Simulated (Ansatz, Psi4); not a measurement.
Here is a job for Psi4.
```
memory 2 GB

molecule mol {
0 3
Ni    0.000000    0.000000    0.000000
Cl    0.000000    0.000000    1.934826
Cl   -0.000000   -0.000000   -1.934826
}

set {
  basis def2-tzvp
  reference uks
  scf_type pk
  puream true
  d_convergence 1e-8
  dft_radial_points 99
  dft_spherical_points 590
}

energy('wb97x')
print_variables()
```

Problem. Write the same job for Ansatz (a first-principles code).

Solution. One answer among several that fit: 
Ansatz 0.2 input:
```yaml
crystal:
  periodic: [false, false, false]
  atoms:
    - {symbol: Ni, position_ang: [0.00000000, 0.00000000, 0.00000000]}
    - {symbol: Cl, position_ang: [0.00000000, 0.00000000, 1.93482584]}
    - {symbol: Cl, position_ang: [-0.00000000, -0.00000000, -1.93482584]}
basis:
  gaussian:
    orbitals: def2-TZVP
hamiltonian:
  xc: {name: wB97X}
magnetization: {spin_polarized: true, initial_magnetization: 2}
accuracy: high
```

Both were run: Psi4 gave -2428.860394 Eh and Ansatz -2428.860555 Eh, 0.161 mEh apart.
